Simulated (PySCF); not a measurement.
Computed shifts of a molecule CH8O3Si2, PBE0/pcSseg-1 in PySCF, GIAO, gas phase, atoms alike by connectivity averaged where their shifts nearly agree, in ppm (number of nuclei): ¹³C: 49.7 (1). ²⁹Si: -15.0 (1), -67.1 (1). ¹H: 5.30 (1), 4.29 (3), 3.76 (1), 2.45 (2), 1.97 (1). References: ¹⁷O against H2O (σ = 334.2 ppm); ¹³C against TMS (σ = 186.3 ppm); ²⁹Si against TMS (σ = 352.7 ppm); ¹H against TMS (σ = 31.56 ppm), references at their B3LYP-D3(BJ)/def2-TZVP geometries, non-relativistic. Geometry: r2SCAN-D4/def2-SVP. Other conformers were not sampled.

Task: Identify the compound among the candidates.
A. O[C@H]([SiH3])[SiH](O)O
B. OC[Si@H](O)[SiH2]O
C. OC[SiH2]O[SiH2]O
D. O[SiH2]OCO[SiH3]

Result: A, O[C@H]([SiH3])[SiH](O)O
